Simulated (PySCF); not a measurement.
CH7NSi2. Atoms are numbered in the order given.

```xyz
11

C     -1.2477    -0.7647     0.0000
N     -1.1361     0.7023     0.0000
Si     0.5416     1.1898     0.0000
Si     0.6504    -1.1501     0.0000
H     -1.7671    -1.1659    -0.8914
H     -1.7671    -1.1659     0.8914
H     -1.9886     1.2542     0.0000
H      1.0003     1.9675     1.1961
H      1.0003     1.9675    -1.1961
H      1.1366    -1.8704     1.2130
H      1.1366    -1.8704    -1.2130
```

The structure is a stationary point at B3LYP-D3(BJ)/def2-SVP. This is a generated structure with no PubChem entry under its InChIKey; it may be hypothetical.

Computed with PBE/pcSseg-1 (PySCF).

GIAO shieldings, no solvent; atoms alike by connectivity are averaged. δ = σ(ref) − σ: ¹³C against TMS (σ = 182.0 ppm); ¹⁵N against NH3 (σ = 267.0 ppm); ²⁹Si against TMS (σ = 335.4 ppm); ¹H against TMS (σ = 31.49 ppm), references at their B3LYP-D3(BJ)/def2-TZVP geometries, non-relativistic.

| atoms | nucleus | count | δ (ppm) |
|---|---|---|---|
| C1 | ¹³C | 1 | 45.5 |
| N2 | ¹⁵N | 1 | (withheld) |
| Si3 | ²⁹Si | 1 | (withheld) |
| Si4 | ²⁹Si | 1 | -46.2 |
| H8, H9 | ¹H | 2 | (withheld) |
| H10, H11 | ¹H | 2 | 4.93 |
| H5, H6 | ¹H | 2 | (withheld) |
| H7 | ¹H | 1 | 0.11 |

Question: What belongs in the gaps? (The exact figures need the calculation; the answer reports its results.)

Answer: 
- H5, H6, δ (ppm): 3.99
- H8, H9, δ (ppm): 6.15
- Si3, δ (ppm): -22.5
- N2, δ (ppm): 34.9
